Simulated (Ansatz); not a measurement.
`O=CB[SiH3]` + `BN[SiH3]` → `BN([SiH3])[SiH3]` + `BC=O` at 400 K and 1 bar (cleavage of the Si–B bond).

Computed with Ansatz on PBE0-D4/def2-TZVP structures; ΔE is electronic, products minus reactants. CBS: MP2 limit from def2 TZ/QZ plus the TZ coupled-cluster correction, frozen cores. Each species was taken in one conformer, which may not be the lowest.

```json
{"species": "`O=CB[SiH3]`", "CCSD(T)/CBS energy (Eh)": "-430.03905", "H − E (kJ/mol)": "173.7", "S (J/(mol·K))": "358.8"}
{"species": "`BN[SiH3]`", "CCSD(T)/CBS energy (Eh)": "-372.22946", "H − E (kJ/mol)": "191.4", "S (J/(mol·K))": "318.7"}
{"species": "`BN([SiH3])[SiH3]`", "CCSD(T)/CBS energy (Eh)": "-662.52490", "H − E (kJ/mol)": "240.8", "S (J/(mol·K))": "386.1"}
{"species": "`BC=O`", "CCSD(T)/CBS energy (Eh)": "-139.76288", "H − E (kJ/mol)": "119.8", "S (J/(mol·K))": "286.1"}
```

H − E and S are ideal-gas, rigid-rotor, harmonic terms from PBE0-D4/def2-TZVP, for one conformer and one mirror image of each species. 1 Eh = 2625.50 kJ/mol, R = 8.31446 J/(mol·K).

Question: By hand: ΔE, ΔH, ΔS and ΔG.

Answer: ΔE = (-662.52490) + (-139.76288) − (-430.03905) − (-372.22946) = -0.01927 Eh = -50.6 kJ/mol. Δ(H − E) = 240.8 + 119.8 − 173.7 − 191.4 = -4.5, so ΔH = -55.1 kJ/mol. ΔS = 386.1 + 286.1 − 358.8 − 318.7 = -5.3 J/(mol·K). ΔG = -55.1 − 400 × (-5.3)/1000 = -53.0 kJ/mol.

Question: By hand: the equilibrium constant, and the temperature at which ΔG would vanish if ΔH and ΔS stayed fixed.

Answer: log₁₀ K = −ΔG/(RT ln 10) = 6.9. ΔG = 0 at ΔH/ΔS = 10396 K, far beyond where these terms or the molecules hold.

The number of gas molecules stays the same, so ΔS is small and ΔH decides. A doubt of 5 kJ/mol in ΔE shifts log₁₀ K by 0.7 here. Other conformers and mirror images would add mixing entropy, several J/(mol·K) or more a flexible species. Modes under 60 cm⁻¹, often nearly free rotors, make the harmonic entropy too high. These are equilibria of isolated gas molecules and say nothing of rates. Largest T1 diagnostic: 0.021 (customary marks: 0.02 for closed shells, 0.045 for open ones).
